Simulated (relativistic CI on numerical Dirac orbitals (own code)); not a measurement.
# Mo³⁺: M2,3 absorption edge

Computed with this model: Dirac-Coulomb-Breit CI, orbitals from a KLI potential per configuration, model QED, valence Slater integrals scaled by 0.8, multiplet model of core-to-valence dipole absorption; configurations [Kr] 4d3 → [Ne] 3s2 3p5 3d10 4s2 4p6 4d4; 300 K; Lorentzian 2 eV and Gaussian 0.4 eV FWHM. Energies are those of the free ion, without screening or charge transfer. The branching ratio is the share of the lower-energy edge in the whole absorption, uncertain by about 0.02 where the edges overlap. S is read from ⟨S²⟩ = S(S + 1).

Field parameters in Wybourne normalisation: D3d B²₀ = −7Dσ, B⁴₀ = −14Dq − 21Dτ, B⁴₃ = −14√(10/7) Dq. The field is a parameter set, without covalency.

free ion: ground-state S = 1.49, centroid 403.20 eV, branching ratio 0.821. Peaks (eV, height): 400.0 (100), 418.5 (21).

D3d, 10Dq = 34000, Dσ = -1200, Dτ = 310 cm⁻¹: ground-state S = 1.50, centroid 405.61 eV, branching ratio 0.719. Peaks (eV, height): 398.8 (88), 401.5 (100), 416.8 (39), 419.0 (38).

The statistical ratio of this edge is 2/3 = 0.667. Values above it arise where the holes sit mainly in the j = l + 1/2 valence subshell or the ground state has high spin; values below it where core-valence Coulomb terms move weight to the upper edge, as in nearly empty shells.

Strongest unbroadened transitions for D3d, 10Dq = 34000, Dσ = -1200, Dτ = 310 cm⁻¹:

| Energy (eV) | Relative strength |
| --- | --- |
| 398.50 | 66.7 |
| 398.51 | 25.3 |
| 398.52 | 51.8 |
| 398.53 | 29.2 |
| 398.83 | 33.4 |
| 398.92 | 28.2 |
| 401.28 | 36.4 |
| 401.30 | 68.0 |
| 401.31 | 100.0 |
| 401.36 | 59.7 |
| 401.49 | 42.0 |
| 402.62 | 35.5 |
| 416.55 | 30.3 |
| 416.90 | 30.3 |
| 416.96 | 30.0 |
| 419.07 | 27.7 |
| 419.10 | 42.8 |
| 419.13 | 35.2 |
